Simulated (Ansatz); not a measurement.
C₄H₁₄N₃OTa (`CC(C)(C)[N]=[Ta]([NH2])([NH2])[OH]`). Charge 0, multiplicity 1. Ta takes the def2 core potential. Geometry: relaxed with PBE0-D4/def2-TZVP. It is one conformer, not always the lowest.

```xyz
23

C     1.915   -1.015   -0.542
C     1.212    0.178    0.108
C     1.541    0.223    1.600
C     1.666    1.474   -0.562
N    -0.202    0.027   -0.052
Ta   -1.950   -0.062   -0.308
N    -2.249   -1.768   -1.301
N    -2.749   -0.069    1.523
O    -2.673    1.407   -1.320
H     1.588   -1.946   -0.074
H     1.675   -1.062   -1.606
H     3.000   -0.934   -0.434
H     1.033    1.066    2.074
H     2.617    0.333    1.758
H     1.211   -0.697    2.088
H     2.745    1.613   -0.454
H     1.160    2.331   -0.111
H     1.425    1.454   -1.628
H    -1.541   -2.449   -1.526
H    -3.152   -2.099   -1.611
H    -2.233   -0.094    2.388
H    -3.740   -0.099    1.714
H    -2.298    2.187   -1.723
```

(1) What is the dipole moment at ωB97M-V/def2-TZVPP? (Estimate.)

(2) And with PBE, r2SCAN, B3LYP? (Best estimate.)

(3) Give the Mulliken charges with ωB97M-V, B3LYP, PBE in def2-TZVPP. (An estimate is asked.)

Results:

(1) The calculation gave: 0.62 D, with components (-0.59, -0.19, 0.01) D in this frame, pointing from negative to positive charge.

(2) Computed: PBE 0.47 D, r2SCAN 0.52 D, B3LYP 0.51 D.

(3) The calculation gave: 
| atom | ωB97M-V | B3LYP | PBE |
| --- | --- | --- | --- |
| C1 | -0.31 | -0.27 | -0.26 |
| C2 | 0.10 | 0.31 | 0.31 |
| C3 | -0.31 | -0.27 | -0.26 |
| C4 | -0.31 | -0.28 | -0.27 |
| N5 | -0.36 | -0.40 | -0.32 |
| Ta6 | 0.81 | 0.82 | 0.60 |
| N7 | -0.40 | -0.44 | -0.41 |
| N8 | -0.40 | -0.44 | -0.41 |
| O9 | -0.42 | -0.44 | -0.39 |
| H10 | 0.11 | 0.08 | 0.07 |
| H11 | 0.11 | 0.08 | 0.07 |
| H12 | 0.10 | 0.07 | 0.07 |
| H13 | 0.11 | 0.08 | 0.07 |
| H14 | 0.10 | 0.07 | 0.07 |
| H15 | 0.11 | 0.08 | 0.07 |
| H16 | 0.10 | 0.07 | 0.07 |
| H17 | 0.11 | 0.08 | 0.07 |
| H18 | 0.11 | 0.08 | 0.07 |
| H19 | 0.13 | 0.15 | 0.16 |
| H20 | 0.10 | 0.12 | 0.13 |
| H21 | 0.13 | 0.15 | 0.16 |
| H22 | 0.10 | 0.12 | 0.13 |
| H23 | 0.18 | 0.19 | 0.19 |

B3LYP here is the variant with VWN-RPA as its local correlation; programs differ in this.
